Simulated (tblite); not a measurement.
C6H6O2 (charge +1 and doublet state).
Bonds: O1–C2, C2–C3 (double), C3–C4, C4–C5 (double), C5–C6, C6–C7, C7–O8, C2–C7. Hydrogens: H9 on O1; H10 on C3; H11 on C4; H12 on C5; H13 on C6; H14 on O8.

Computed geometry: GFN2-xTB, gas phase. This method treats the open shell by occupation alone, without spin polarisation.

List the bond lengths, angles and torsions at this level.

| bond | length (Å) |
| --- | --- |
| O1–C2 | 1.321 |
| C2=C3 | 1.393 |
| C3–C4, C5–C6 | 1.374 |
| C4=C5 | 1.417 |
| C6–C7 | 1.408 |
| C7–O8 | 1.300 |
| C2–C7 | 1.460 |
| O1–H9, O8–H14 | 0.974 |
| C3–H10, C6–H13 | 1.080 |
| C4–H11, C5–H12 | 1.079 |

Bonds in one row agree within 0.01 Å and their mean is given. A selection of angles:
| angle | degrees |
| --- | --- |
| O1–C2–C3 | 125.6 |
| O1–C2–C7 | 114.8 |
| C3–C2–C7 | 119.6 |
| C2–C3–C4 | 119.7 |
| C3–C4–C5 | 121.0 |
| C6–C7–O8 | 120.5 |
| C2–C7–O8 | 120.6 |
| H9–O1–C2 | 114.3 |
| H14–O8–C7 | 114.0 |

Torsions: O1–C2–C3–C4 180° (antiperiplanar); C2–C3–C4–C5 0° (synperiplanar); C3–C4–C5–C6 0° (synperiplanar); C4–C5–C6–C7 0° (synperiplanar); C5–C6–C7–O8 180° (antiperiplanar); O1–C2–C7–C6 180° (antiperiplanar); H9–O1–C2–C3 0° (synperiplanar); H14–O8–C7–C6 180° (antiperiplanar).

The 2 C–O bonds span 1.300 Å (C7–O8, drawn single in a drawing that doesn't fit all lengths) to 1.321 Å (O1–C2, drawn single in a drawing that doesn't fit all lengths), a spread of 0.021 Å. Of the pairs four or more bonds apart, those above aside, H9···H10 is among the closest relative to their van der Waals radii: 2.41 Å, 101 % of the sum of Bondi's values. The 6-membered ring C2–C3–C4–C5–C6–C7 has internal angles of 119.0° to 121.0° (sum 720°, against 720° for a flat polygon); it is planar, 0.00 Å rms from its mean plane, widest ring torsion 0°. The C–C distances run from 1.370 Å (C5–C6, drawn single in a drawing that doesn't fit all lengths) to 1.460 Å (C2–C7, drawn single in a drawing that doesn't fit all lengths), a spread of 0.090 Å. O1 (oxygen bonded to C and H) is bent (angle 114.3°). H14 on O8 lies 2.23 Å from O1, 4 bonds away (angle at H 107°; Bondi radii sum to 2.72 Å). C4 (carbon bonded to 2 C and H) is planar (angles 121.0°, 119.8° and 119.2°, sum 360.0°, 0.00 Å off the plane of its three neighbours).

Point group: Cs (tolerance 0.08 Å). Its GFN2-xTB frequencies are all real (lowest 138 cm⁻¹). Torsions: H–O1–C2–C3 0°, C6–C7–O8–H 180°.

One conformer stands for the species.
